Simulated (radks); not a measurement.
Results of a calculation; reference values are marked as such.
Problem. These are the eigenvalues of the occupied orbitals of an atom or ion with whole-number occupations (hartree). Level of theory: Dirac Kohn-Sham, PBE, spin-unpolarised, spherical densities, point nucleus (a radial shooting solver on a logarithmic mesh with Libxc functionals).

| orbital | eigenvalue |
|---|---|
| 1s1/2 | -1645.789 |
| 2s1/2 | -382.4023 |
| 2p1/2 | -373.9384 |
| 2p3/2 | -355.8859 |

Which element is it, and in what charge state? The configuration may be excited. Open shells, if any, are shared by 2j + 1.

Solution. Z = 58, cerium, charge +51: Ce51+ in [He] 2s2 2p3. The list shows which subshells hold electrons but not how many an open one holds; the 1s level, -1645.8 hartree, gives Z - s = 57.4 by -(Z - s)^2/2, which with screening and relativity narrows Z to a few neighbours, and the depths of the outer levels then fix element, charge and occupations together.
